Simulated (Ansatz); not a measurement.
All values below come from frozen-core CCSD(T)/cc-pVTZ // PBE0-D4/def2-TZVP (Ansatz, a first-principles code).

Ansatz 0.2 input:
```yaml
crystal:
  periodic: [false, false, false]
  atoms:
    - { symbol: Se, position_ang: [0.735491, -0.000004, -0.000003] }
    - { symbol: H, position_ang: [-0.735491, 0.000004, 0.000003] }
basis:
  gaussian: { orbitals: cc-pVTZ }
correlation:
  method: ccsd_t
magnetization:
  spin_polarized: true
  initial_magnetization: 1
```

Output:

```
Functional definition: HF
352 factors; integrals over basis functions are off by at most 8.1e-4 eV
mean field evaluation 1: about -65319.3259 eV, gradient 6.1e0 eV
mean field evaluation 2: about -65319.3267 eV, gradient 6.1e0 eV
mean field evaluation 4: about -65319.6930 eV, gradient 7.3e-1 eV
mean field evaluation 8: about -65319.6994 eV, gradient 9.8e-4 eV
mean field evaluation 16: about -65318.9129 eV, gradient 8.3e0 eV
mean field evaluation 32: about -65319.6960 eV, gradient 5.4e-1 eV
mean field -65319.69939393 eV, -2400.4546774446 hartree, gradient 5.3e-6 eV, S^2 0.761348; 3 other end points of the search recorded, 0 dependent functions left out
9 core orbitals not correlated
reference -65319.69939393 eV, -2400.4546774446 hartree; 9, 8 occupied and 39, 40 virtual orbitals, 352 factors
second order -5.36318214 eV of doubles, -0.00000000 eV of singles
cycle   1  -5.65754504 eV  change   -2.9e-1 eV  update   5.0e-2
cycle   2  -5.84418418 eV  change   -1.9e-1 eV  update   1.6e-2
cycle   3  -5.85132451 eV  change   -7.1e-3 eV  update   5.0e-3
cycle   4  -5.85250251 eV  change   -1.2e-3 eV  update   1.5e-3
cycle   5  -5.85223325 eV  change    2.7e-4 eV  update   3.7e-4
cycle   6  -5.85222172 eV  change    1.2e-5 eV  update   1.3e-4
cycle   7  -5.85226578 eV  change   -4.4e-5 eV  update   4.6e-5
cycle   8  -5.85226378 eV  change    2.0e-6 eV  update   1.5e-5
perturbative correction -0.20064958 eV, -0.0073737362 hartree
Total energy: -65325.75230729 eV, -2400.6771179077 hartree
```

Cost: very roughly 1.5 core-seconds.
